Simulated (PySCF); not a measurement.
# One molecule, several mistakes: BH2O2 cation

These are calculations, not measurements. The program is PySCF 2.14.0, an open-source quantum chemistry code, run on an isolated molecule that a program drew, which may never have been made. The molecule is BH2O2 cation (charge +1, singlet), drawn as the SMILES string `O[B+]O`.

Each row is a Hartree-Fock (HF) and frozen-core CCSD(T) single point in the cc-pVDZ basis, meant for a local HF minimum. Run 1 is clean. Each other run has one planted mistake out of seven kinds, and not every kind appears here: one electron removed, one electron added, multiplicity raised by two, geometry at a saddle point, minimal basis STO-3G, one bond length entered in bohr, all coordinates scaled. The reference is restricted for singlets and unrestricted otherwise, and also for a bond in bohr. Adding or removing an electron swaps singlet and doublet. Electrons count all cores. HOMO and LUMO are orbital energies over both spins, the gradient is its largest component, and the lowest frequency (negative if imaginary) is given only where the gradient is small. Bond lengths are over the 4 bonds as drawn. T1 is the CCSD diagnostic: over 0.02 (restricted) or 0.045 (unrestricted) a single reference is doubtful.

Geometry of the clean run:
```xyz
5
BH2O2 cation, angstrom
O    -1.8206   -0.9740   -0.1344
B    -1.5424    0.1568   -0.5929
O    -1.1575    1.2621   -1.0360
H    -2.4566   -1.2260    0.5340
H    -1.4136    1.7279   -1.8311
```

```
run  electrons  basis functions  <S^2>  HOMO (eV)  LUMO (eV)  gradient (hartree/bohr)  lowest frequency (cm^-1)  mean bond (Å)  longest bond (Å)      T1  HF (hartree)  CCSD(T) (hartree)                     mistake
  1         22               52  0.000     -22.72      -2.46                  1.8e-05                       312         1.1039             1.251  0.0155    -175.39788         -175.85193                    no fault
  2         21               52  0.763     -30.29     -18.44                  2.1e-01                         -         1.1039             1.251  0.0887    -174.64777         -175.07169        one electron removed
  3         22               52  0.000     -22.26      -2.51                  8.4e-06                      -323         1.1025             1.250  0.0153    -175.39609         -175.84964  geometry at a saddle point
  4         22               17  0.000     -20.32       0.70                  2.8e-02                         -         1.1039             1.251  0.0219    -173.08211         -173.24316                           ?
  5         22               52  0.000     -23.35      -2.08                  1.3e-01                         -         1.0233             1.160  0.0126    -175.35754         -175.79778                           ?
```

**Which mistake was planted in run 4, and what did it cost?**

It has 17 basis functions where the clean run has 52, with the same electrons and geometry. So the mistake is: minimal basis STO-3G. Subtracting run 1 and multiplying by 627.51 kcal/mol a hartree, the energy moved by 1453.2 kcal/mol in HF and 1637.0 kcal/mol in CCSD(T).

**Which mistake was planted in run 5, and what did it cost?**

The mean and the longest bond both change by the same factor, 0.927, and the gradient is no longer small. So the mistake is: all coordinates scaled. Subtracting run 1 and multiplying by 627.51 kcal/mol a hartree, the energy moved by 25.3 kcal/mol in HF and 34.0 kcal/mol in CCSD(T).

Cautions from the logs. Run 2: T1 is over the limit, so its CCSD(T) energy is less reliable; run 4: T1 is over the limit, so its CCSD(T) energy is less reliable.
